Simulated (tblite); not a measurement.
Compound: C7H10N (doublet state).
SMILES with atom numbers: `[NH2:1][CH2:2][C:3]1=[CH:4][CH:5][CH2:6][CH:7]=[CH:8]1` (hydrogens: H9, H10 on N1; H11, H12 on C2; H13 on C4; H14 on C5; H15, H16 on C6; H17 on C7; H18 on C8)
Bond orders are those of one Lewis drawing.

Computed with GFN2-xTB (tblite), gas phase: L-BFGS steps from a force-field or distance-geometry start until the largest atomic force falls under 0.01 eV/Å.

Step 0: E = -623.4581 eV
```
atom  x, y, z in Å  |  force x, y, z in eV/Å
N1      2.7881    0.6037   -0.3214   -0.232   0.200   0.216
C2      1.9491   -0.5815   -0.5009    0.304  -0.522   0.547
C3      0.5228   -0.3357   -0.1183    0.068   1.212  -2.723
C4     -0.0442   -0.8397    0.9822   -3.335  -0.690   3.084
C5     -1.4272   -0.6123    1.3372    2.595   0.054  -1.429
C6     -2.2990    0.2250    0.4357    0.831  -0.003   0.296
C7     -1.5811    0.7317   -0.7906    0.148  -0.219   0.373
C8     -0.2836    0.4699   -1.0345    0.196  -0.508   0.696
H9      2.4017    1.3549   -0.8901    0.129  -0.010  -0.064
H10     2.6855    0.9219    0.6489    0.154  -0.158  -0.287
H11     2.0184   -0.9319   -1.5315    0.048   0.220  -0.182
H12     2.3735   -1.3916    0.1260   -0.123   0.341  -0.118
H13     0.5315   -1.4555    1.6880   -0.195   0.278  -0.399
H14    -1.8277   -1.0373    2.2366   -0.099   0.005   0.009
H15    -3.1629   -0.3609    0.1293   -0.355  -0.060  -0.056
H16    -2.6733    1.0830    1.0211   -0.132  -0.069  -0.135
H17    -2.1568    1.3275   -1.4852   -0.056  -0.048   0.065
H18     0.1767    0.8353   -1.9443    0.052  -0.025   0.107
```

**Question.** Estimate the geometry and energy of step 1. (The exact step hangs on the optimiser's Hessian estimate; all steps are aligned on step 0, rigid shifts and turns removed.)

**Answer.** E = -623.7073 eV, largest force 1.139 eV/Å
```
atom  x, y, z in Å  |  force x, y, z in eV/Å
N1      2.7848    0.6066   -0.3183   -0.083  -0.020   0.001
C2      1.9534   -0.5890   -0.4930   -0.016  -0.038  -0.105
C3      0.5237   -0.3184   -0.1572   -0.887  -0.427   0.572
C4     -0.0919   -0.8496    1.0263    0.443   0.422  -0.734
C5     -1.3902   -0.6115    1.3168   -0.401  -0.065   0.369
C6     -2.2871    0.2250    0.4399    0.415  -0.117   0.000
C7     -1.5790    0.7286   -0.7852   -0.405   0.055   0.258
C8     -0.2808    0.4627   -1.0245    0.567  -0.141  -0.180
H9      2.4036    1.3547   -0.8910    0.080   0.003  -0.082
H10     2.6877    0.9197    0.6448    0.109  -0.031   0.013
H11     2.0191   -0.9288   -1.5341    0.151   0.202  -0.029
H12     2.3717   -1.3868    0.1243   -0.030   0.055   0.141
H13     0.5288   -1.4515    1.6823   -0.147   0.058  -0.051
H14    -1.8292   -1.0373    2.2367    0.184   0.323  -0.647
H15    -3.1680   -0.3618    0.1285    0.050   0.070   0.126
H16    -2.6752    1.0820    1.0192   -0.024  -0.143  -0.057
H17    -2.1577    1.3268   -1.4843    0.069  -0.146   0.178
H18     0.1774    0.8349   -1.9428   -0.075  -0.060   0.226
```

The energy changes by -0.2492 eV. The first-order estimate −F·Δx gives -0.6033 eV and the mean of the old and new forces, exact on a quadratic surface, -0.2504 eV. The step makes an angle of 0° with the force vector and moves no atom by more than 0.066 Å.

The cost below is that of the whole relaxation. Time: 0.36 s wall. Hardware: one thread of an Arm Neoverse V2, on a shared host.
